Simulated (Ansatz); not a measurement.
Pt₃W, relaxed as a triplet with UKS PBE-D4/def2-SVP in Ansatz, starting from the PBE-D4/def2-SVP geometry of the neutral singlet. Force threshold 0.02 eV/Å.

In the def2 sets Pt, W take a core potential; there is no spin–orbit coupling. At PBE-D4/def2-SVP a singlet of charge 0 lies 0.56 eV below the triplet, each at its own geometry. The structure comes from a short search, and lower isomers may exist.

Start:

```
atom    x (Å)    y (Å)    z (Å)
  W1  -0.3802   0.0238  -0.0291
 Pt2   0.0297  -2.1585  -0.4800
 Pt3   0.0068   0.6517   2.1132
 Pt4   0.3437   1.4830  -1.6041
```

```tsv
step	energy (eV)	largest force component (eV/Å)	SCF passes
1	-11574.2753	0.902	98
2	-11574.3396	0.640	39
3	-11574.3566	0.234	41
4	-11574.3714	0.214	44
5	-11574.3749	0.048	39
6	-11574.3758	0.070	37
7	-11574.3762	0.037	35
8	-11574.3763	0.048	32
9	-11574.3764	0.015	32
10	-11574.3764	0.020	38
11	-11574.3765	0.032	37
12	-11574.3767	0.053	38
13	-11574.3773	0.088	36
14	-11574.3789	0.148	37
15	-11574.3841	0.246	44
16	-11574.3998	0.310	47
17	-11574.4229	0.148	45
18 (rejected)	-11574.4219	0.472	42
19	-11574.4365	0.099	41
20	-11574.4367	0.078	33
21	-11574.4371	0.137	36
22	-11574.4387	0.035	32
23	-11574.4387	0.004	28
```

Force components are those of the run's own axes.

End:

| atom | x (Å) | y (Å) | z (Å) |
| --- | --- | --- | --- |
| W1 | -0.4550 | 0.1934 | -0.2134 |
| Pt2 | 0.0587 | -2.0592 | -0.0750 |
| Pt3 | 0.0333 | 0.2243 | 2.0490 |
| Pt4 | 0.3630 | 1.6415 | -1.7606 |

Bonds formed: Pt2–Pt3 (atoms count from 1).

The force fell under the threshold at step 9, but the optimiser went on and released 0.062 eV more. No frequencies were taken in this run, so the end may be a saddle point.

Run time 2.1 min (4 threads of Arm Neoverse N1 on a shared host).
